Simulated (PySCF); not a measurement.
B3LYP has the VWN-RPA correlation part, as in Gaussian. 

```xyz
22

S     -4.7229     2.6589    -0.9569
Ge    -3.4163     1.5477     0.5130
Ge    -2.8254    -0.6445    -0.3861
Ge    -1.3282    -1.9003     1.0835
Ge    -0.7629    -4.0894     0.1563
Ge     0.7409    -5.3431     1.6210
Ge     1.2916    -7.5545     0.7435
S      2.6194    -8.6573     2.2008
H     -3.8329     2.5712    -1.9730
H     -4.2903     1.4291     1.7777
H     -2.1536     2.3758     0.8476
H     -4.1191    -1.4535    -0.6272
H     -2.1373    -0.4388    -1.7560
H     -0.0304    -1.0905     1.3099
H     -2.0023    -2.0901     2.4624
H     -2.0611    -4.9003    -0.0636
H     -0.0947    -3.9012    -1.2256
H      0.0716    -5.5216     3.0039
H      2.0475    -4.5464     1.8309
H      2.1385    -7.4642    -0.5420
H      0.0135    -8.3746     0.4500
H      1.7502    -8.5517     3.2327
```

Charge 0, multiplicity 1.

Task: Give the Mulliken and meta-Löwdin atomic charges from B3LYP-D3(BJ)/def2-TZVP // B3LYP-D3(BJ)/def2-SVP in PySCF 2.14.0.

Result: 
```tsv
atom	Mulliken (e)	meta-Löwdin (e)
S1	-0.34	-0.29
Ge2	0.20	0.30
Ge3	-0.01	0.08
Ge4	0.00	0.09
Ge5	0.00	0.09
Ge6	-0.01	0.08
Ge7	0.20	0.30
S8	-0.34	-0.29
H9	0.14	0.10
H10	0.01	-0.05
H11	0.00	-0.06
H12	0.00	-0.04
H13	0.00	-0.05
H14	0.00	-0.05
H15	0.00	-0.05
H16	0.00	-0.05
H17	0.00	-0.05
H18	0.00	-0.05
H19	0.00	-0.04
H20	0.01	-0.05
H21	0.00	-0.06
H22	0.14	0.10
```
